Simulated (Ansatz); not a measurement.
Computed with Ansatz on PBE0-D4/def2-TZVP structures; ΔE is electronic, products minus reactants. CCSD(T)/CBS adds triple-zeta CCSD(T) − MP2 to the extrapolated MP2 energy (def2 sets, frozen cores). DFT in def2-TZVPP. B3LYP here is the variant with VWN-RPA as its local correlation; programs differ in this. def2 core potentials past Kr. For In outer-core shells are correlated without core-valence functions, which leaves a few kJ/mol of doubt a bond. Each species was taken in one conformer, which may not be the lowest.

Consider the cleavage of the Si–Al bond: `[SiH3][AlH][S][SiH3]` + `[CH3][In]([NH2])[OH]` → `[CH3][In]([NH2])[O][SiH3]` + `[AlH2][S][SiH3]`.

CCSD(T)/CBS gives -24.4 kcal/mol.

**Question.** Another level gave -24.6 kcal/mol. Which?
A. MP2/def2-TZVPP
B. PBE-D4/def2-TZVPP
C. r2SCANh/def2-TZVPP
D. B3LYP/def2-TZVPP

**Answer.** D. B3LYP -24.6, MP2/def2-TZVPP -26.5, r2SCANh -23.4, PBE-D4 -17.4 kcal/mol.

Largest T1 diagnostic among the species: 0.015.

In def2-TZVPP, CCSD(T) changes the Hartree–Fock value by +7.3 kcal/mol (the triples alone add +1.0 kcal/mol) and MP2 by +5.3 kcal/mol. From r2SCAN to r2SCAN0 (25 % exact exchange), in def2-TZVPP and without D4, ΔE moves by −1.0 kcal/mol.
